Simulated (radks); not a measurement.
The numbers below are computed, except where a source is named.
Spherical quantum dot in the effective-mass picture: electrons in a hard-walled sphere of radius 2.32, with a point charge +1 (a donor) at the centre, all in effective atomic units (hartree* = m*/eps^2 hartree, bohr* = eps/m* bohr), one dielectric constant everywhere. Level of theory: non-relativistic Kohn-Sham, LDA (Slater exchange, Perdew-Wang correlation), spin-polarised, spherical densities (a radial shooting solver with Libxc functionals). Levels are named by radial order and angular momentum (1s, 1p, 1d, 2s, ...), and open shells are averaged over m. Results are scaled to m* = 0.049 and eps = 7, for which hartree* = 27.21 meV and bohr* = 7.56 nm.

N = 3, configuration 1s2 1p(up 1, down 0). This is the lowest configuration that the search found. Occupied and some empty levels:

level    occupation  eigenvalue (meV)  <r> (nm)
1s up             1            41.340     8.113
1s down           1            43.293     8.052
1p up             1            71.284     10.35
1p down           0            73.626     10.34
1d up             0            104.39     11.38
1d down           0            106.77     11.38
2s up             0            108.29     8.655
2s down           0            109.82     8.694
1f up             0            143.71     12.06
1f down           0            146.04     12.07

Energy (meV): total 73.5936, kinetic 104.39, external -88.385, Hartree 93.423, exchange-correlation -35.836.

Electron density:

r (nm)  n(r) (e/nm^3)
0.817        0.001545
1.70         0.001246
2.58         0.001020
3.45        0.0008489
4.33        0.0007169
5.21        0.0006129
6.09        0.0005280
6.97        0.0004558
7.85        0.0003919
8.73        0.0003323
9.61        0.0002766
10.5        0.0002238
11.4        0.0001737
12.2        0.0001284
13.1       0.00008868
14.0       0.00005542
14.9       0.00003013
15.8       0.00001278
16.6        3.051e-06
17.5        5.497e-09
